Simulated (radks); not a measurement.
Rh33+, configuration [Ne] 3s2.

All-electron calculation, Dirac Kohn-Sham, PBEsol, spin-unpolarised, spherical densities, finite nucleus; Fermi nuclear charge, rms radius 4.4945 fm. Program: a radial shooting solver on a logarithmic mesh with Libxc functionals.

Energy parts (eV):
| part | energy |
|---|---|
| total | -106447.710 |
| kinetic | 111775.113 |
| electron-nucleus | -230386.522 |
| Hartree | 14291.641 |
| exchange-correlation | -2127.942 |

Orbitals (lengths in bohr, moments of r in powers of bohr; <r^-3> diverges for s and p1/2; r(max) is where P^2 peaks):
| orbital | occ. | eigenvalue (eV) | <r^4> | <r^-3> | r(max) |
|---|---|---|---|---|---|
| 1s1/2 | 2 | -24891.29 | 5.355e-06 | - | 0.02118 |
| 2s1/2 | 2 | -5111.482 | 0.0008831 | - | 0.1190 |
| 2p1/2 | 2 | -4889.393 | 0.0005700 | - | 0.09204 |
| 2p3/2 | 4 | -4739.511 | 0.0006443 | 3128 | 0.09601 |
| 3s1/2 | 2 | -2032.953 | 0.02465 | - | 0.3212 |

The highest occupied level is 3s1/2 at -2033.0 eV. The electron density at the nucleus is 1.218e+05 e/bohr^3. The density falls to 0.001 e/bohr^3 at r = 0.86 bohr. Summed over all electrons, <r^2> = 0.4158 bohr^2, which gives a Langevin (diamagnetic) susceptibility term of -0.329 x 10^-6 cm^3/mol. For comparison, the ionisation energy in NIST's Atomic Spectra Database is 2063 eV (semi-empirical). In exact Kohn-Sham theory the highest level is minus the ionisation energy, but local and semilocal functionals leave it too shallow, through self-interaction and a potential that decays too fast; potentials with the right tail come closer.
